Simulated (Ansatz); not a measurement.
Isolated molecules relaxed with PBE0-D4/def2-TZVP in Ansatz; ΔE leaves out vibrations. CBS: MP2 limit from def2 TZ/QZ plus the TZ coupled-cluster correction, frozen cores. This one scheme is used for every species. Functionals use def2-TZVPP. def2 core potentials past Kr. For Br, Zr outer-core shells are correlated without core-valence functions, which leaves a few kJ/mol of doubt a bond. Scalar relativity is left out up to krypton. One conformer a species, not always the lowest.

`[OH][Zr]([F])([F])[Br]` + H₂O → `[OH][Zr]([OH])([F])[F]` + HBr  (formal hydrolysis of a Zr–Br bond)

`[OH][Zr]([F])([F])[Br]`:

```xyz
6

O    -0.198    0.485    1.357
Zr    0.133   -0.049   -0.424
F    -0.407    1.335   -1.600
F     1.991   -0.346   -0.650
Br   -1.137   -2.154   -0.942
H    -0.383    0.730    2.260
```

H₂O:

Cartesian coordinates in Å:
```
O 0.384 0.064 -0.007
H -0.180 -0.018 0.765
H -0.204 -0.046 -0.758
```

`[OH][Zr]([OH])([F])[F]`:

Cartesian coordinates in Å:
```
O 1.499 -0.703 0.327
Zr 0.021 0.476 0.057
O -1.550 -0.473 -0.469
F -0.332 1.416 1.684
F 0.472 1.741 -1.305
H 2.146 -1.395 0.426
H -2.255 -1.062 -0.722
```

HBr:

Cartesian coordinates in Å:
```
Br 0.009 0.532 -0.470
H -0.009 -0.532 0.470
```

Question: Is it downhill or uphill in electronic energy at CCSD(T)/CBS, and by how much? (Best estimate.)

Answer: Ansatz gave: Uphill: ΔE = +8.6 kcal/mol.

Question: What do these levels give: PBE0-D4, r2SCANh-D4, BHLYP-D4, CAM-B3LYP-D4, ωB97X-V, PBE-QIDH, r2SCAN, BHLYP, RPA@PBE/def2-TZVPP, CCSD/def2-SVP, SCS-MP2/def2-QZVPP, HF/CBS(def2)? (Best estimate.)

Answer: The calculation gave: PBE0-D4 9.0, r2SCANh-D4 8.7, BHLYP-D4 8.3, CAM-B3LYP-D4 5.6, ωB97X-V 6.8, PBE-QIDH 9.3, r2SCAN 8.4, BHLYP 7.3, RPA@PBE/def2-TZVPP 7.6, CCSD/def2-SVP 2.7, SCS-MP2/def2-QZVPP 8.0, HF/CBS(def2) 8.8 kcal/mol.

Largest T1 diagnostic among the species: 0.017.

At CCSD(T), def2-SVP lies −5.5 kcal/mol from the extrapolated value and def2-TZVPP −0.6 kcal/mol. From BLYP to BHLYP (50 % exact exchange), in def2-TZVPP and without D4, ΔE moves by +1.6 kcal/mol.
